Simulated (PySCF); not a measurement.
## Correlation energy of Ir⁻ (iridium, charge -1)

Starting occupation: [Xe] 4f14 5d8 6s2, 5d3/2 with m_j = -3/2, -1/2, +1/2, +3/2, 5d5/2 with m_j = -1/2, +1/2, +3/2, +5/2. Computed with PySCF 2.14 in x2c-SVPall-2c with one added diffuse shell each of s, d type (8s9p10d2f, 99 functions), with X2C-1e with screened-nucleus spin-orbit coupling, Gaussian nucleus. Frozen: [Kr] 4d10 4f14; 18 electrons correlated; the 22 highest virtual spinors left out.

MP2 pair energies summed by pair of shells (mhartree):

| pair | energy | share (%) |
| --- | --- | --- |
| 5d-5d | -132.44 | 42.9 |
| 5d-5p | -70.89 | 22.9 |
| 5d-6s | -42.91 | 13.9 |
| 5p-5p | -29.95 | 9.7 |
| 6s-6s | -13.68 | 4.4 |
| 5p-6s | -5.82 | 1.9 |
| 5d-5s | -5.66 | 1.8 |
| 5p-5s | -5.17 | 1.7 |
| 5s-5s | -1.97 | 0.6 |
| 5s-6s | -0.42 | 0.1 |

Total MP2 correlation energy: -308.90 mhartree.

The GHF reference relaxed away from the jj start to a determinant that is no pure jj level (⟨S²⟩ = 2.14, ⟨J²⟩ = 20.08); the energies belong to that determinant.

This basis was not built for core-valence correlation, so the inner-shell part is incomplete.
